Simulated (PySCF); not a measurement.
Question: Write Cartesian coordinates for `C=C(F)B(O)O` as optimised with PBE0-D3(BJ)/def2-SVP.

Answer: 
```xyz
10
C2H4BFO2 angstrom
C      1.6642    0.3483   -0.6800
C      0.6321    0.6786    0.0988
F      0.6781    1.8112    0.8175
B     -0.6818   -0.1710    0.2618
O     -0.7748   -1.3152   -0.4723
O     -1.6276    0.2889    1.1199
H      1.6169   -0.5732   -1.2614
H      2.5533    0.9804   -0.7482
H     -1.5886   -1.8140   -0.3625
H     -2.4157   -0.2555    1.2007
```

Any rigid rotation of these coordinates is as good. Atoms count from 1 in this order. The 6 heavy atoms lie in one plane (0.011 Å rms). B4 (three-coordinate boron) is planar (angles 125.3°, 117.7° and 117.0°, sum 360.0°, 0.00 Å off the plane of its three neighbours). O5 (boron-bound oxygen) is bent (angle 115.6°). Of the pairs four or more bonds apart, O5···H7 is among the closest relative to their van der Waals radii: 2.63 Å, 97 % of the sum of Bondi's values.

Bonds between heavy atoms (Å): C1=C2 1.334, C2–F3 1.342, C2–B4 1.573, B4–O5 1.363, B4–O6 1.357.

Level of theory: PBE0-D3(BJ)/def2-SVP geometry optimisation, gas phase (PySCF).

Whether it is a minimum is left open (no frequencies). One conformer, not necessarily the lowest (C2–B4–O5–H 180°, C2–B4–O6–H 180°).
